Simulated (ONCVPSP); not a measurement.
# What one change does to a pseudopotential (Sc, ONCV)

scandium, optimised norm-conserving Vanderbilt (ONCV), made with ONCVPSP 4.0.1 (PBE, scalar-relativistic). Core [Ar], reference 3d1 4s1.5 (charge +0.5). Waves: 4s: rc 2.55 bohr, ncon 4, nbas 7, qcut 3.2 1/bohr, 1 projector; p scattering state at 0.03 Ha: rc 2.85 bohr, ncon 4, nbas 8, qcut 3.3 1/bohr, 3 projectors, debl 3.9 Ha; 3d: rc 2.80 bohr, ncon 4, nbas 9, qcut 4.5 1/bohr, 3 projectors, debl 0.9 Ha. Local part: polynomial inside 2.00 bohr (lpopt 5, dvloc0 3 Ha). Core correction: none.

In the p channel the program set the typed energies aside and used 0.050, 3.950, 7.850 Ha.

Change: d: debl 4.2.

Cutoffs: the cutoffs (Ha) at which the residual kinetic energy of the hardest occupied pseudo-wave falls to 1 and 0.1 mHa per electron; they do not see the model core or the augmentation charge, which bear on the density cutoff. Errors are all-electron minus pseudo energies relative to the spin-unpolarised reference configuration.

**Question.** How do hardness, ghosts and transferability respond?

**Answer.** The potential gets neither clearly harder nor softer (9.4 Ha and 25 Ha → 9.4 Ha and 25 Ha); of the 4 tests that both files solve, the error grows in 0 and shrinks in 3 by more than 15 % and 0.3 meV (median size 10.3 → 7.7 meV); the range in which the d phases agree narrows (upper end 3.1 → -0.2); neither file shows a bound ghost.

| quantity | base | changed |
| --- | --- | --- |
| cutoff, loose | 9.4 Ha | 9.4 Ha |
| cutoff, tight | 25 Ha | 25 Ha |
| bound ghosts | none | none |
| GHOST(+) flags under 300 eV | p at 254.7 eV | p at 254.7 eV |
| error for 3d1 4s2, meV [ΔE -2.75 eV] | +3.5 | +0.8 |
| error for 3d1 4s1, meV [ΔE 4.14 eV] | +8.4 | +3.7 |
| error for 3d1 4s0, meV [ΔE 16.91 eV] | +234 | +171 |
| error for 3d1 4s1 4p1, meV [ΔE 0.02 eV] | +12 | +12 |
| s: phases at 2.60 bohr within 0.05 rad from the reference energy up to (Ha; the scan ends near 5) | 0.4 | 0.4 |
| p: phases at 2.89 bohr within 0.05 rad from the reference energy up to (Ha; the scan ends near 5) | 1.9 | 1.9 |
| d: phases at 2.84 bohr within 0.05 rad from the reference energy up to (Ha; the scan ends near 5) | 3.1 | -0.2 |

Base: The cutoffs count occupied waves only; projector 2 of the p channel, the hardest unoccupied one, needs 29 Ha at the loose tolerance. Changed file: The cutoffs count occupied waves only; projector 3 of the d channel, the hardest unoccupied one, needs 64 Ha at the loose tolerance.
